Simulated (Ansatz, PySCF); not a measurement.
C5H6O2, SMILES O1C=CC(=O)[C@H]1C. Atoms are numbered in the order given.

```xyz
13

C     -1.8371    -0.5960    -0.5569
C     -0.6767    -0.3508     0.3857
O      0.2969    -1.4175     0.2985
C      1.4801    -0.8631    -0.0013
C      1.4857     0.4836    -0.1492
C      0.1116     0.9367     0.0646
O     -0.3786     2.0443     0.0037
H     -2.5117     0.2718    -0.5080
H     -2.3921    -1.5045    -0.2821
H     -1.4764    -0.6971    -1.5918
H     -1.0163    -0.3113     1.4346
H      2.3054    -1.5726    -0.0940
H      2.3354     1.1130    -0.4016
```
Charge 0, spin multiplicity 1.

Geometry optimised at B3LYP-D3(BJ)/def2-SVP. The structure was generated by enumeration; whether it is a known compound was not checked. Other conformers were not sampled.

Two levels are set side by side: PBE-D3(BJ)/def2-SVP (Ansatz, a first-principles code) and B3LYP-D3(BJ)/def2-SVP (Ansatz). Each level has its own optimised geometry; the coordinates shown are those of the second. Frequencies come from the Hessian of PySCF at each geometry. Differences are taken from unrounded values.

```csv
quantity,B3LYP-D3(BJ),PBE-D3(BJ),PBE-D3(BJ) minus B3LYP-D3(BJ)
mean bond length (Å),1.266,1.273,0.007
bond C1–C2 (Å),1.515,1.516,0.001
bond C2–O3 (Å),1.447,1.455,0.008
bond C2–C6 (Å),1.543,1.550,0.007
bond O3–C4 (Å),1.341,1.346,0.005
bond C4–C5 (Å),1.355,1.365,0.010
bond C5–C6 (Å),1.463,1.464,0.001
bond C6–O7 (Å),1.213,1.224,0.011
bond C1–H8 (Å),1.100,1.108,0.008
bond C1–H9 (Å),1.100,1.107,0.007
bond C1–H10 (Å),1.101,1.108,0.007
bond C2–H11 (Å),1.103,1.112,0.009
bond C4–H12 (Å),1.092,1.101,0.008
bond C5–H13 (Å),1.087,1.095,0.008
highest harmonic wavenumber (cm⁻¹),3267,3203,-64
mean harmonic wavenumber (cm⁻¹),1361,1323,-38
zero-point energy (kcal/mol),64.19,62.40,-1.79
```

GGA bonds tend to be longer and softer than those of functionals with exact exchange. Differences between two approximate levels are no errors against the true value.
